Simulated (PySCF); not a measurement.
Computed IR spectrum (relative IR intensity) of a molecule C₄H₄O₂. The structure is a stationary point at PBE-D3(BJ)/def2-SVP. Other conformers were not sampled. Level of theory: PBE-D3(BJ)/def2-SVP (PySCF 2.14.0). No scaling factor is applied to the harmonic values.

```json
[
 {"ν (cm⁻¹)": "260", "relative intensity": "38"},
 {"ν (cm⁻¹)": "291", "relative intensity": "2.3"},
 {"ν (cm⁻¹)": "430", "relative intensity": "3.2"},
 {"ν (cm⁻¹)": "638", "relative intensity": "12"},
 {"ν (cm⁻¹)": "679", "relative intensity": "13"},
 {"ν (cm⁻¹)": "720", "relative intensity": "16"},
 {"ν (cm⁻¹)": "951", "relative intensity": "6.2"},
 {"ν (cm⁻¹)": "992", "relative intensity": "10.0"},
 {"ν (cm⁻¹)": "1070", "relative intensity": "6.0"},
 {"ν (cm⁻¹)": "1123", "relative intensity": "31"},
 {"ν (cm⁻¹)": "1159", "relative intensity": "26"},
 {"ν (cm⁻¹)": "1229", "relative intensity": "14"},
 {"ν (cm⁻¹)": "1450", "relative intensity": "7.0"},
 {"ν (cm⁻¹)": "1533", "relative intensity": "19"},
 {"ν (cm⁻¹)": "1622", "relative intensity": "100"},
 {"ν (cm⁻¹)": "3744", "relative intensity": "40"}
]
```

**Question.** Pick the molecule that these values belong to.
A) C=C1OC=CO1
B) O=C1CC=CO1
C) Oc1ccco1
D) Oc1ccoc1

**Answer.** C, Oc1ccco1
